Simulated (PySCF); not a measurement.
Al2Cl6.
Structure used (PBE0-D3(BJ)/def2-SVP), in Å, numbered top down from 1:
```xyz
8
Al2Cl6 angstrom
Cl    -1.7486   -2.6440    0.0773
Al    -1.4954   -0.5773    0.0474
Cl    -3.0745    0.7781    0.0831
Cl    -0.0513   -0.0103   -1.6185
Al     1.4777    0.5896   -0.0389
Cl     1.7435    2.6547   -0.0712
Cl     3.0485   -0.7751   -0.0718
Cl     0.0306    0.0303    1.6270
```

Computed with PBE0-D3(BJ)/def2-SVP geometry optimisation, gas phase in PySCF.

(1) Which atoms are bound to Al2, and at what distances?

(2) List the angles at Al2.

(3) Describe the arrangement about Al2 in numbers.

(4) Give some angles away from the centre.

(5) What are the rotational constants (commonest isotopes, rigid rotor)?

## Answers

(1) 4 atoms: Cl3 2.081 Å, Cl1 2.082 Å, Cl4 2.276 Å, Cl8 2.279 Å. The nearest atom not counted as bound is Al5, at 3.20 Å.

(2) 
```csv
angle,degrees,distance of the outer atoms (Å)
Cl1–Al2–Cl3,123.6,3.67
Cl1–Al2–Cl8,109.6,3.57
Cl1–Al2–Cl4,109.6,3.56
Cl3–Al2–Cl4,109.4,3.56
Cl3–Al2–Cl8,108.8,3.55
Cl4–Al2–Cl8,90.9,3.25
```

(3) Angles from 90.9° to 123.6°; τ4 = (360° − α − β)/141° = 0.90 with α and β the two widest (0 for a square, 1 for a tetrahedron). The Al–Cl distances aren't all alike: 2.081 to 2.279 Å. Differences among atoms that D2h makes equivalent are scatter left by the optimiser.

(4) Al2–Cl4–Al5 89.1°.

(5) A = 771.3, B = 403.1, C = 328.1 MHz: an asymmetric top.

Point group: D2h (every atom within 0.08 Å of its image). Charge 0, singlet. Stationary, but not proved a minimum.

Hardware: one thread of an Arm Neoverse V1, on a shared host. Cost: 1.7 min wall. This is the geometry optimisation.
